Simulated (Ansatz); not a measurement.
Reactions of CH8OSSi2 (`[SiH3]OC[SiH2]S`).

Gas-phase electronic energies from Ansatz, PBE0-D4/def2-TZVP geometries. CCSD(T)/CBS is the MP2 limit (def2-TZVPP, def2-QZVPP) plus CCSD(T) − MP2 in def2-TZVPP, frozen cores. This one scheme is used for every species. Each species was taken in one conformer, which may not be the lowest.

Task: Order these by ΔE at CCSD(T)/CBS, lowest first. (An estimate is asked.)
A. `[SiH3]OC[SiH2]S` + `N=CC=O` → `N=C[SiH3]` + `O=COC[SiH2]S`
B. `[SiH3]OC[SiH2]S` + `BSCO` → `OCS[SiH2]S` + `BCO[SiH3]`
C. `[SiH3]OC[SiH2]S` + `ClBCl` → `[SiH3]OC[SiH2]Cl` + `SBCl`
D. `[SiH3]OC[SiH2]S` + `O[BH][AlH2]` → `[AlH2][BH]O[SiH3]` + `OC[SiH2]S`
E. `[SiH3]OC[SiH2]S` → `OC([SiH3])([SiH3])S`

Result: C (-32.6 kJ/mol), D (+6.7 kJ/mol), B (+27.4 kJ/mol), A (+57.6 kJ/mol), E (+191.0 kJ/mol).

Largest T1 diagnostic: 0.015, for `N=CC=O`.
